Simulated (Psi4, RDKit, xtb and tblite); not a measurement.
Internal rotation in SMILES CO[SiH2]S (CH6OSSi), singlet. Scanned: dihedral C1–O2–Si3–S4 and dihedral O2–Si3–S4–H10; all other coordinates were relaxed at GFN2-xTB. Points at φ and −φ are mirror images. Heavy atoms are numbered in the order of the SMILES CO[SiH2]S, hydrogens after them in the order of the atoms that carry them; the mirror image has the same energies with the sign of each dihedral reversed.

- GFN2-xTB (xtb and tblite)
- MMFF94 // GFN2-xTB (RDKit)
- PBE/def2-SVP // GFN2-xTB (Psi4)
- PBE-D3(BJ)/def2-SVP // GFN2-xTB (Psi4)
- UFF // GFN2-xTB (RDKit)

Energies in kJ/mol at chosen points (x: dihedral C1–O2–Si3–S4 (°); y: dihedral O2–Si3–S4–H10 (°)), relative to x = 180, y = -30:

```
method               (90, 120)  (-90, 180)  (180, 0)  (30, 120)  (-150, -60)  (30, 120)  (150, -30)
-------------------  ---------  ----------  --------  ---------  -----------  ---------  ----------
GFN2-xTB                   9.8         6.3      -0.7        6.3          5.3        6.3         4.2
MMFF94                    19.3        15.7       0.3       17.6          4.8       17.6         3.4
PBE/def2-SVP              -0.3         1.5       3.4       -2.6         -4.3       -2.6         0.5
PBE-D3(BJ)/def2-SVP       -0.2         1.5       3.3       -3.4         -4.1       -3.4         0.5
UFF                       38.8        33.0       0.1       25.6         14.0       25.6         9.0
```

MMFF94 has few fitted parameters for silicon.
